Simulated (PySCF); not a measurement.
Coordinates in bohr (charge 0 multiplicity 4):
```
Ta   -0.0315    0.0000   -0.3006
N     2.8436    0.0000    2.0624
N    -2.4290    0.0000    1.8525
```

Method: UPBE0/[Ta def2-TZVP with ECP60, N def2-TZVP], scalar-relativistic core potentials, density fitting, no spin–orbit coupling, PySCF.

This geometry of TaN2 is a stationary point at this level.

What is the point group?

Cs.

Is it a minimum?

Yes: all harmonic wavenumbers are real.

Which band is strongest in the infrared?

1017 cm⁻¹ (a'), 50 km/mol.

Give the atomic charges and bond orders.


| atom | Mulliken | Löwdin | polar tensor | spin (Mulliken) | Mayer order to Ta1 |
| --- | --- | --- | --- | --- | --- |
| Ta1 | 0.69 | 0.45 | 0.81 | 1.06 | – |
| N2 | -0.28 | -0.15 | -0.25 | 1.68 | 1.41 |
| N3 | -0.41 | -0.30 | -0.56 | 0.26 | 2.82 |

Only a few start shapes were tried, so a lower isomer may exist. Open d and f shells are described by one determinant, and the ground state may have another occupation or spin. At this level a doublet minimum of C2v symmetry lies 151 kJ/mol below this structure. No spin–orbit coupling is included, which matters more the heavier the element.
